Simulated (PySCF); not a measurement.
**Ti(2+): excitation energy**

Ti(2+) [Ar] 3d2 (3F) → Ti(2+) [Ar] 3d1 4p1 (high-spin determinant), as a difference of total energies. Computed with PySCF 2.14 in x2c-TZVPPall, with the spin-free X2C one-electron Hamiltonian (Gaussian nucleus). Correlated levels: valence: [Ar] frozen; valence and next inner shell: [Ne] frozen. The calculations carry no spin-orbit coupling.

```json
{"method": "UHF", "excitation energy (cm⁻¹)": "74065"}
{"method": "LDA", "excitation energy (cm⁻¹)": "75833"}
{"method": "PBE", "excitation energy (cm⁻¹)": "75314"}
{"method": "PBE0", "excitation energy (cm⁻¹)": "76277"}
{"method": "r2SCAN", "excitation energy (cm⁻¹)": "77903"}
{"method": "TPSSh", "excitation energy (cm⁻¹)": "77305"}
{"method": "BHandHLYP", "excitation energy (cm⁻¹)": "76779"}
{"method": "PBEsol", "excitation energy (cm⁻¹)": "75495"}
{"method": "M06", "excitation energy (cm⁻¹)": "75034"}
{"method": "MP2 (valence)", "excitation energy (cm⁻¹)": "74576"}
{"method": "SCS-MP2 (valence)", "excitation energy (cm⁻¹)": "74236"}
{"method": "MP2 (valence and next inner shell)", "excitation energy (cm⁻¹)": "74968"}
{"method": "SCS-MP2 (valence and next inner shell)", "excitation energy (cm⁻¹)": "74904"}
```

A first-order spin-orbit estimate (lowest level to lowest level, LS coupling) adds -0.018 eV.

The basis was made for the ground configuration and has no added diffuse functions, so the excitation energy can come out too high.

The determinant of the upper state mixes LS terms, which raises its energy above the lowest term, most at the Hartree-Fock and MP2 levels.
